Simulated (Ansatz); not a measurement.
`[CH3][GeH]([SiH3])[Cl]` + H–F → `[CH3][GeH]([F])[SiH3]` + HCl at 400 K and 1 bar (ligand exchange at a Ge–Cl bond).

Computed with Ansatz on PBE0-D4/def2-TZVP structures; ΔE is electronic, products minus reactants. CCSD(T)/CBS adds triple-zeta CCSD(T) − MP2 to the extrapolated MP2 energy (def2 sets, frozen cores). This one scheme is used for every species. For Ge outer-core shells are correlated without core-valence functions, which leaves a few kJ/mol of doubt a bond. Scalar relativity is left out up to krypton.

```json
{"species": "`[CH3][GeH]([SiH3])[Cl]`", "CCSD(T)/CBS energy (Eh)": "-2867.28258", "H − E (kJ/mol)": "223.3", "S (J/(mol·K))": "415.3"}
{"species": "H–F", "CCSD(T)/CBS energy (Eh)": "-100.39570", "H − E (kJ/mol)": "36.5", "S (J/(mol·K))": "182.2"}
{"species": "`[CH3][GeH]([F])[SiH3]`", "CCSD(T)/CBS energy (Eh)": "-2507.28788", "H − E (kJ/mol)": "224.2", "S (J/(mol·K))": "404.7"}
{"species": "HCl", "CCSD(T)/CBS energy (Eh)": "-460.38127", "H − E (kJ/mol)": "29.6", "S (J/(mol·K))": "195.4"}
```

H − E and S are ideal-gas, rigid-rotor, harmonic terms from PBE0-D4/def2-TZVP, for one conformer and one mirror image of each species. 1 Eh = 2625.50 kJ/mol, R = 8.31446 J/(mol·K).

Problem. By hand: ΔE, ΔH, ΔS and ΔG.

Solution. ΔE = (-2507.28788) + (-460.38127) − (-2867.28258) − (-100.39570) = 0.00913 Eh = 24.0 kJ/mol. Δ(H − E) = 224.2 + 29.6 − 223.3 − 36.5 = -6.0, so ΔH = 18.0 kJ/mol. ΔS = 404.7 + 195.4 − 415.3 − 182.2 = 2.6 J/(mol·K). ΔG = 18.0 − 400 × (2.6)/1000 = 17.0 kJ/mol.

Problem. By hand: the equilibrium constant, and the temperature at which ΔG would vanish if ΔH and ΔS stayed fixed.

Solution. log₁₀ K = −ΔG/(RT ln 10) = -2.2. ΔG = 0 at ΔH/ΔS = 6923 K, far beyond where these terms or the molecules hold.

The number of gas molecules stays the same, so ΔS is small and ΔH decides. A doubt of 5 kJ/mol in ΔE shifts log₁₀ K by 0.7 here. Other conformers and mirror images would add mixing entropy, several J/(mol·K) or more a flexible species. These are equilibria of isolated gas molecules and say nothing of rates. Largest T1 diagnostic: 0.012 (customary marks: 0.02 for closed shells, 0.045 for open ones).
